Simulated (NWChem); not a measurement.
System: CH2BF3O; SMILES FC(F)(F)BO

```xyz
8

B     -0.7745     1.0337     0.0000
C     -0.0484    -0.4079     0.0000
F     -0.3672    -1.1395    -1.0958
F     -0.3672    -1.1395     1.0958
F      1.3200    -0.2635     0.0000
H     -1.9811     1.1362     0.0000
O     -0.0087     2.1397     0.0000
H      0.9443     1.9077     0.0000
```
Atoms are numbered in this order, from 1.

All runs: NWChem. The geometry was optimised at PBE-D3(BJ)/def2-SVP.

For level Hartree-Fock/def2-TZVP:

```yaml
orbital gap (eV): 16.14
```

Problem. Estimate the same quantities for level Hartree-Fock/def2-SVPD.

Solution. 
- orbital gap (eV) = 15.73
